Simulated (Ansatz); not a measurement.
`[SiH3]C1N[SiH2]1`. Total charge 0; spin multiplicity 1.

```tsv
atom	x (Å)	y (Å)	z (Å)
Si1	0.547	-1.431	0.423
C2	0.350	0.086	-0.632
N3	0.539	1.456	-0.021
Si4	-1.118	1.161	-0.411
H5	0.068	-2.637	-0.303
H6	1.969	-1.647	0.814
H7	-0.242	-1.253	1.675
H8	0.795	0.020	-1.625
H9	0.873	1.452	0.933
H10	-1.689	1.983	-1.498
H11	-2.092	0.810	0.646
```

List the harmonic frequencies (cm⁻¹, unscaled) at PBE0-D4/def2-TZVP in Ansatz. (Best estimate.)

The calculation gave: 132, 166, 217, 473, 555, 562, 617, 659, 688, 731, 770, 840, 917, 922, 941, 957, 982, 1074, 1145, 1259, 2204, 2209, 2225, 2256, 2276, 3109, 3579.

Is this a minimum?

Yes, all 27 modes are real.

Give the ideal-gas thermochemistry at 298.15 K and 1 bar (rigid rotor, harmonic oscillator; point group C1, symmetry number 1).

Zero-point energy 194.2 kJ/mol; H(298) − E = 213.0 kJ/mol; entropy 322.6 J/(mol·K), of which translation 164.9, rotation 108.8, vibration 48.9; G(298) − E = 116.8 kJ/mol.

And at 400, 500, 600, 800 and 1000 K?


```csv
T (K),H − E (kJ/mol),S (J/mol/K),G − E (kJ/mol)
400,225.0,357.1,82.2
500,239.1,388.4,44.9
600,255.0,417.3,4.6
800,290.6,468.5,-84.1
1000,330.1,512.5,-182.3
```
